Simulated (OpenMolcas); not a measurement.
Ir6+ among 3 point charges of -1 e arranged as a planar triangle (D3h), 1.85 Å from the ion.

| Item | Value |
| --- | --- |
| Program | OpenMolcas 26.06 |
| Method | CASSCF |
| Basis | ANO-RCC-VTZP [8s7p5d3f1g] |
| Scalar Hamiltonian | DKH2, point nucleus |
| Active space | 3 electrons in 5 orbitals (5d) |
| State averaging | 2S+1 = 4 even, 10 roots; 2S+1 = 2 even, 40 roots |
| Spin-orbit coupling | state interaction with AMFI integrals over the reference wave functions |

What is the spin-free ground state (labels of D3, the rotations of D3h)?

4A2, 1-fold in its orbital part, 100 % from free-ion F terms; it has the highest spin that d3 allows.

Where is the first state of the same spin?

4A1 at 21.6 cm-1 above the ground state. The two act as a nearly degenerate pair, with unquenched orbital momentum.

What are the lowest two levels with spin-orbit coupling?

A 2-fold level E3/2 with g = 0.00, 0.00, 1.42, then a 2-fold level E1/2 2564 cm-1 above it. Their leading multiplicities are 4 (81 %) and 4 (86 %).

What is χT at 300 K?

0.08 cm3 K/mol.

Spin-orbit coupling mixes the spin-free states strongly: the lowest level takes only 25 % from its leading state, 4A2. Without dynamic correlation the repulsion within the d shell is too large (B by tens of per cent), so at a given field states of lower spin stand too high. The ground term spreads over less than 5000 cm-1, several times less than with real ligands, so orbital moments are less quenched and χT lies further from the spin-only value than at real sites. This is an electrostatic model: the charges have no orbitals. No measured value stands beside these numbers.
